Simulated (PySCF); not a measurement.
Löwdin shares of the frontier orbitals

Cyclopentanecarbaldehyde, C₆H₁₀O.
Cartesian coordinates in Å at the PBE0-D3(BJ)/def2-SVP level; atoms count from 1:
```
atom  x, y, z in Å
O1     2.504   -1.241    0.719
C2     2.143   -0.151    0.367
C3     0.888    0.152   -0.411
C4    -0.021   -1.071   -0.615
C5    -1.221   -0.828    0.301
C6    -1.399    0.687    0.253
C7     0.034    1.216    0.334
H8     2.751    0.758    0.624
H9     1.233    0.564   -1.376
H10    0.519   -2.001   -0.387
H11   -0.351   -1.124   -1.664
H12   -0.978   -1.141    1.331
H13   -2.119   -1.385   -0.004
H14   -2.046    1.084    1.050
H15   -1.852    0.976   -0.710
H16    0.344    1.276    1.392
H17    0.149    2.226   -0.085
```

The calculation used TDDFT PBE0/def2-SVPD, vertical, gas phase, core orbitals frozen in the response in PySCF.

Frontier orbitals with the atoms that hold most of them (Löwdin shares over 4%, at most four atoms; ? is withheld):

| orbital | ε (eV) | atoms |
| --- | --- | --- |
| HOMO-3 | -9.67 | C5 26%, C4 25%, C6 22%, H10 9% |
| HOMO-2 | -9.45 | C7 18%, C3 14%, C6 14%, H16 10% |
| HOMO-1 | -9.20 | ? |
| HOMO | -7.40 | O1 56%, C2 16%, C3 11%, H8 9% |
| LUMO | ? | ? |
| LUMO+1 | 0.60 | C6 10%, C7 9%, H9 9%, H17 8% |
| LUMO+2 | 1.14 | H9 13%, H14 11%, H12 10%, C5 8% |

**Question.** Which atoms hold the LUMO, and with what shares?

**Answer.** C2 (bonded to C, O and H) 40%; O1 (bonded to C) 34%; C3 (bonded to 3 C and H) 7%; H8 (bonded to C) 6%. By element: carbon 48% or more, oxygen 34%, hydrogen 6% or more.

**Question.** Give the leading atoms of the HOMO-1.

**Answer.** C5 (bonded to 2 C and 2 H) 22%; C4 (bonded to 2 C and 2 H) 16%; H12 (bonded to C) 14%; C6 (bonded to 2 C and 2 H) 12%. By element: carbon 50% or more, hydrogen 14% or more.

**Question.** What is the LUMO energy, and the HOMO–LUMO gap?

**Answer.** ε(LUMO) = -0.67 eV; the gap is 6.73 eV (0.2475 hartree).

**Question.** The HOMO–LUMO gap is 6.73 eV. Where does the response calculation put the lowest singlet, and from which orbitals?

**Answer.** S1 is at 4.38 eV (f = 0.0001), 2.35 eV below the gap, made of HOMO→LUMO (98%). 

**Question.** Give energy, strength and leading configuration of S1 and S2, and follow the Löwdin shares of the leading atoms from the occupied to the empty orbital.

**Answer.** 
- S1 (4.38 eV, f 0.0001), HOMO→LUMO (98%): O1 56% → 34%, C2 16% → 40%; low, almost dark, from the terminal oxygen into the C=O bond, the pattern of n→π*
- S2 (6.96 eV, f 0.0065), HOMO→LUMO+1 (90%): O1 56% → at most 9%, C2 16% → at most 9%, C6 at most 8% → 10%, C7 at most 8% → 9%

Löwdin shares depend on the basis, the more so with diffuse functions.

One conformer stands for the species.
